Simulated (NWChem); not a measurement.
Program: NWChem. System: O₃S, charge 0, spin multiplicity 1, displaced from the optimised geometry.

Input file:

```
start mol
memory heap 200 mb stack 900 mb global 1100 mb
geometry units angstroms nocenter noautoz
  O      0.000000     0.000000     1.480421
  S      0.000000     0.000000     0.000003
  O     -1.282086     0.000000    -0.740213
  O      1.282086     0.000000    -0.740213
  symmetry group C2v
end
basis spherical
  * library def2-svp
end
dft
  xc xpbe96 cpbe96
  semidirect memsize 60000000 filesize 0
  iterations 100
  convergence nodiis damp 40
end
task dft gradient
```

The output up to the point where the run's verdict is printed (cleaned and shortened):

```
             Northwest Computational Chemistry Package (NWChem) 7.3.0
             --------------------------------------------------------

                                NWChem Input Module
                                -------------------

 Scaling coordinates for geometry "geometry" by  1.889725989
 (inverse scale =  0.529177249)

 Turning off AUTOSYM since
 SYMMETRY directive was detected!

                             Geometry "geometry" -> ""
                             -------------------------

 Output coordinates in angstroms (scale by  1.889725989 to convert to a.u.)

  No.       Tag          Charge          X              Y              Z
 ---- ---------------- ---------- -------------- -------------- --------------
    1 O                    8.0000     0.00000000     0.00000000     1.48042100
    2 S                   16.0000     0.00000000     0.00000000     0.00000300
    3 O                    8.0000    -1.28208600     0.00000000    -0.74021300
    4 O                    8.0000     1.28208600     0.00000000    -0.74021300

 Effective nuclear repulsion energy (a.u.)     176.8844727096

            Nuclear Dipole moment (a.u.)
            ----------------------------
        X                 Y               Z
 ---------------- ---------------- ----------------
     0.0000000000     0.0000000000     0.0000151178

      Symmetry information
      --------------------

 Group name             C2v
 Group number             16
 Group order               4
 No. of unique centers     3

      Symmetry unique atoms

     1    2    3


 Summary of "ao basis" -> "" (spherical)
 ------------------------------------------------------------------------------
       Tag                 Description            Shells   Functions and Types
 ---------------- ------------------------------  ------  ---------------------
 *                          def2-svp                  on all atoms

  pbe96 is a nonlocal functional; adding pw91lda local functional.

                                 NWChem DFT Module
                                 -----------------

 Summary of "ao basis" -> "ao basis" (spherical)
[...]
 d= 0,ls=0.5         52   -601.0294655651  9.58D+00  2.71D-01               1.5
 d= 0,ls=0.5         53   -610.6055599520 -9.58D+00  2.71D-01               1.5
 d= 0,ls=0.5         54   -601.0294558993  9.58D+00  2.71D-01               1.6
 d= 0,ls=0.5         55   -610.6055559414 -9.58D+00  2.71D-01               1.6
 d= 0,ls=0.5         56   -601.0294482358  9.58D+00  2.71D-01               1.6
 d= 0,ls=0.5         57   -610.6055527682 -9.58D+00  2.71D-01               1.6
 d= 0,ls=0.5         58   -601.0294421782  9.58D+00  2.71D-01               1.7
 d= 0,ls=0.5         59   -610.6055502626 -9.58D+00  2.71D-01               1.7
 d= 0,ls=0.5         60   -601.0294373975  9.58D+00  2.71D-01               1.7
 d= 0,ls=0.5         61   -610.6055482858 -9.58D+00  2.71D-01               1.7
 d= 0,ls=0.5         62   -601.0294336268  9.58D+00  2.71D-01               1.8
 d= 0,ls=0.5         63   -610.6055467265 -9.58D+00  2.71D-01               1.8
 d= 0,ls=0.5         64   -601.0294306529  9.58D+00  2.71D-01               1.8
 d= 0,ls=0.5         65   -610.6055454963 -9.58D+00  2.71D-01               1.8
 d= 0,ls=0.5         66   -601.0294283065  9.58D+00  2.71D-01               1.9
 d= 0,ls=0.5         67   -610.6055445250 -9.58D+00  2.71D-01               1.9
 d= 0,ls=0.5         68   -601.0294264539  9.58D+00  2.71D-01               1.9
 d= 0,ls=0.5         69   -610.6055437575 -9.58D+00  2.71D-01               1.9
 d= 0,ls=0.5         70   -601.0294249898  9.58D+00  2.71D-01               2.0
 d= 0,ls=0.5         71   -610.6055431504 -9.58D+00  2.71D-01               2.0
 d= 0,ls=0.5         72   -601.0294238313  9.58D+00  2.71D-01               2.0
 d= 0,ls=0.5         73   -610.6055426694 -9.58D+00  2.71D-01               2.0
 d= 0,ls=0.5         74   -601.0294229134  9.58D+00  2.71D-01               2.1
 d= 0,ls=0.5         75   -610.6055422879 -9.58D+00  2.71D-01               2.1
 d= 0,ls=0.5         76   -601.0294221850  9.58D+00  2.71D-01               2.1
 d= 0,ls=0.5         77   -610.6055419846 -9.58D+00  2.71D-01               2.2
 d= 0,ls=0.5         78   -601.0294216059  9.58D+00  2.71D-01               2.2
 d= 0,ls=0.5         79   -610.6055417432 -9.58D+00  2.71D-01               2.2
 d= 0,ls=0.5         80   -601.0294211446  9.58D+00  2.71D-01               2.2
 d= 0,ls=0.5         81   -610.6055415505 -9.58D+00  2.71D-01               2.3
 d= 0,ls=0.5         82   -601.0294207763  9.58D+00  2.71D-01               2.3
 d= 0,ls=0.5         83   -610.6055413963 -9.58D+00  2.71D-01               2.3
 d= 0,ls=0.5         84   -601.0294204816  9.58D+00  2.71D-01               2.3
 d= 0,ls=0.5         85   -610.6055412727 -9.58D+00  2.71D-01               2.4
 d= 0,ls=0.5         86   -601.0294202451  9.58D+00  2.71D-01               2.4
 d= 0,ls=0.5         87   -610.6055411733 -9.58D+00  2.71D-01               2.4
 d= 0,ls=0.5         88   -601.0294200549  9.58D+00  2.71D-01               2.4
 d= 0,ls=0.5         89   -610.6055410932 -9.58D+00  2.71D-01               2.5
 d= 0,ls=0.5         90   -601.0294199014  9.58D+00  2.71D-01               2.5
 d= 0,ls=0.5         91   -610.6055410283 -9.58D+00  2.71D-01               2.5
 d= 0,ls=0.5         92   -601.0294197771  9.58D+00  2.71D-01               2.5
 d= 0,ls=0.5         93   -610.6055409757 -9.58D+00  2.71D-01               2.6
 d= 0,ls=0.5         94   -601.0294196762  9.58D+00  2.71D-01               2.6
 d= 0,ls=0.5         95   -610.6055409328 -9.58D+00  2.71D-01               2.6
 d= 0,ls=0.5         96   -601.0294195940  9.58D+00  2.71D-01               2.6
 d= 0,ls=0.5         97   -610.6055408978 -9.58D+00  2.71D-01               2.7
 d= 0,ls=0.5         98   -601.0294195267  9.58D+00  2.71D-01               2.7
 d= 0,ls=0.5         99   -610.6055408690 -9.58D+00  2.71D-01               2.7
 d= 0,ls=0.5        100   -601.0294194714  9.58D+00  2.71D-01               2.7
```

Convergence was not reached. The next line reads: Calculation failed to converge. NWChem stopped with the message: dft gradient failed.
